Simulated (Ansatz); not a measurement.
Ansatz results at the PBE0-D4/def2-TZVP geometry: HOMO–LUMO gap (B3LYP/def2-TZVPP) 4.49 eV; LUMO energy (ωB97M-V/def2-TZVPP) -0.30 eV; LUMO energy (PBE/def2-TZVPP) -3.28 eV.

Each molecule was computed in one conformer, which needn't be the lowest.

(1) Which molecule gave them?
A. `CB(C)[SiH2]N`
B. `NC1=C(O)C1`
C. `C[C](F)(Cl)[GeH3]`
D. `[BH2][Al]([CH3])[O][AlH2]`

Results:

(1) D. The others give `NC1=C(O)C1`: 5.65, 2.25, -0.02; `C[C](F)(Cl)[GeH3]`: 7.83, 2.05, -0.77; `CB(C)[SiH2]N`: 5.03, 0.83, -2.08.

B3LYP here is the variant with VWN-RPA as its local correlation; programs differ in this.
